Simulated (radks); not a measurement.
The numbers below are computed, except where a source is named.
Question: Coherent X-ray form factor from a spherical all-electron density. Code: a radial shooting solver on a logarithmic mesh with Libxc functionals. Model: scalar-relativistic Kohn-Sham, HCTH/407, spin-unpolarised, spherical densities, finite nucleus; Fermi nuclear charge, rms radius of each element as measured or else 0.836 A^(1/3) + 0.57 fm.

sin(theta)/lambda (1/angstrom)  f0 (electrons)
0.05                                    26.721
0.1                                     25.922
0.15                                    24.704
0.2                                     23.201
0.25                                    21.542
0.3                                     19.836
0.4                                     16.581
0.5                                     13.799
0.6                                     11.594
0.8                                      8.715
1                                        7.185
1.25                                     6.105
1.5                                      5.299
2                                        3.850

The species is in the configuration that NIST lists as its ground one. Which atom or ion scatters so?

Answer: The copper ion Cu2+, [Ar] 3d9. Extrapolating in s^2 from the first two rows gives f0(0) = 27.0, near the electron count 27; among species with that count, the fall with angle is slower the higher Z, and the table is that of Z = 29; from so few rows the species is fixed only to a neighbour or two.
